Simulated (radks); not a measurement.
Species: Ca12+. Configuration: [He] 2s2 2p4. All-electron calculation, scalar-relativistic Kohn-Sham, LDA (Slater exchange, Perdew-Wang correlation), spin-polarised, spherical densities, point nucleus; open shells are filled with parallel spins first. Program: a radial shooting solver on a logarithmic mesh with Libxc functionals. Some entries of the table are withheld. Estimate them.

| orbital | occ. | eigenvalue (eV) | r(max) (bohr) |
|---|---|---|---|
| 1s up | 1 | -4367.319 | (1) |
| 1s down | 1 | -4359.964 | (2) |
| 2s up | 1 | -772.3364 | 0.2909 |
| 2s down | 1 | -761.1021 | 0.2920 |
| 2p up | 3 | -705.6042 | 0.2348 |
| 2p down | 1 | -692.3635 | 0.2361 |

Answer. 
(1) 1s up r(max) (bohr): 0.05038
(2) 1s down r(max) (bohr): 0.05034
